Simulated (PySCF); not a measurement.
Static response to an electric field

C8H8O.
Cartesian coordinates in Å at the PBE0-D3(BJ)/def2-SVP level; atoms count from 1:
```xyz
17
C8H8O angstrom
C      4.2757   -0.6419    0.4934
C      3.1035   -0.3762    0.3024
C      1.7824   -0.0771    0.0907
C      0.6066    0.1813   -0.1011
C     -0.7966    0.5169   -0.2896
C     -1.0762    2.0094   -0.1305
C     -1.7241   -0.3328    0.6083
C     -1.3769   -1.7859    0.7718
O     -2.6919    0.1682    1.1179
H      5.3106   -0.8753    0.6622
H     -1.0712    0.2078   -1.3192
H     -0.4958    2.5915   -0.8587
H     -2.1471    2.2011   -0.2760
H     -0.8078    2.3433    0.8814
H     -1.1050   -2.2430   -0.1915
H     -2.2224   -2.3148    1.2281
H     -0.4927   -1.8751    1.4225
```

Level: PBE0/def2-SVPD (PySCF), static field, nuclei fixed, core orbitals frozen in the response. The polarisability tensor in these axes (au):

```
x   160.81 -17.52   3.49
y   -17.52  85.02  -4.92
z     3.49  -4.92  69.44
```

**Question.** What are the eigenvalues, a third of the trace, and Δα (Δα² = ½Σ(αi − αj)² over the three pairs)?

**Answer.** Principal values 67.98, 82.41 and 164.88 au; mean 105.09 au = 15.57 Å³ = 17.33 × 10⁻⁴⁰ C²·m²/J; Δα = 90.55 au (86 % of the mean).

**Question.** What is the dipole moment, and where does it point?

**Answer.** (1.31, -1.01, -1.20) D, 2.04 D in size, pointing from the negative to the positive side. Measured along this direction, the outermost atoms are O9 at the negative end and H10 at the positive end.

**Question.** How large is μ²/3kT at 400 K beside α?

**Answer.** In Gaussian units μ²/3kT = 25.22 Å³ against 15.57 Å³, a ratio of 1.62; the Debye molar polarisation (4π/3)N_A(α + μ²/3kT) is 102.9 cm³/mol, leaving out the vibrational part.

**Question.** Directions of the eigenvectors, and the extent of the frame along each?

**Answer.** Largest value along (0.98, -0.22, 0.05), where the nuclei span 8.01 Å; middle along (0.22, 0.93, -0.29), 5.56 Å; least along (0.02, 0.30, 0.95), 2.74 Å. The response follows the extents in order.

**Question.** Rayleigh depolarisation ratio (linearly polarised light, static tensor)?

**Answer.** ρ = 3Δα²/(45ᾱ² + 4Δα²) = 24597.5/(496961 + 32796.7) = 0.0464.

**Question.** What are the principal values of the traceless quadrupole moment, Θ = ½Σq(3rr − r²1), about the centre of nuclear charge?

**Answer.** -10.54, 2.70, 7.84 D·Å. The values depend on the origin, since the dipole doesn't vanish. The electronic extent ⟨r²⟩ about the same centre is 1645 bohr², a root-mean-square distance of 2.68 Å for the 64 electrons.

One conformer (not necessarily the lowest) at the PBE0-D3(BJ)/def2-SVP geometry, without solvent, vibrations or thermal averaging.

The run behind these numbers computed excited states and ΔSCF ions as well. Time: 4.2 min. Hardware: one thread of an x86-64 server (shared host).
